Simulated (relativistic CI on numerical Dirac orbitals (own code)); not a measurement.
# Hyperfine structure of Re55+, mass number 187

Computed by Dirac-Coulomb-Breit CI, orbitals from a KLI potential per configuration, a model potential for QED, unscaled Slater integrals (own radial code, finite nucleus).

CI space (outside the closed core [Ne]): 3s²3p⁶3d², 3s²3p⁵3d³, 3s3p⁶3d³, 3s²3p⁶3d4s, 3s²3p⁶3d4p, 3s²3p⁶3d4d, 3s²3p⁵3d²4s, 3s²3p⁶3d4f, 3s²3p⁵3d²4p, 3s²3p⁵3d²4d, 3p⁶3d⁴, 3p⁵3d⁵, 3p⁵3d⁴4s, 3p⁶3d³4s, 3p⁵3d³4s². Double excitations out of closed p, d and f shells are left out; levels of such configurations are missing from the list, as are those of other unlisted configurations, and high levels can miss mixing partners. These lack a partner that the ground configuration has and come out too high: 3s²3p⁵3d²4p, 3s²3p⁵3d²4d.

Nuclear spin I = 5/2, μ = 3.209 μN, Q = 1.94 b (tables of Stone and Pyykkö). The electronic factors are computed for point nuclear moments, without core polarisation or the Bohr-Weisskopf and QED corrections.

```
        Level  E (cm⁻¹)  A (GHz)  B (GHz)
3s²3p⁶3d² ³F2         0    147.4     9.82
3s²3p⁶3d² ³F3    621522    83.55     61.9
3s²3p⁶3d² ¹G4    737142     89.5      301
3s²3p⁶3d² ³P1    750603    -8.13     65.2
3s²3p⁶3d² ³F4   1312154    58.98      172
```

Levels with J = 0, under 50 % of one LS term, or S terms without an open s electron are left out. Small factors come from cancelling terms and can be off by tens of per cent or more.

At this charge energies of transitions that change n are usually good to better than 1 %, and those within a shell (Δn = 0) to a few per cent.

Q: Give the hyperfine levels of 3s²3p⁶3d² ³F2 relative to its centre of gravity.

A: With K = F(F + 1) − I(I + 1) − J(J + 1), E = AK/2 + B[¾K(K + 1) − I(I + 1)J(J + 1)]/[2I(2I − 1)J(2J − 1)]: F = 1/2: -1025, F = 3/2: -808.1, F = 5/2: -444.6, F = 7/2: 69.52, F = 9/2: 739.4 GHz.

LS names give the leading component of a level, which can be under half, so a name can repeat, a term be missing and a line seem to break the LS rules.
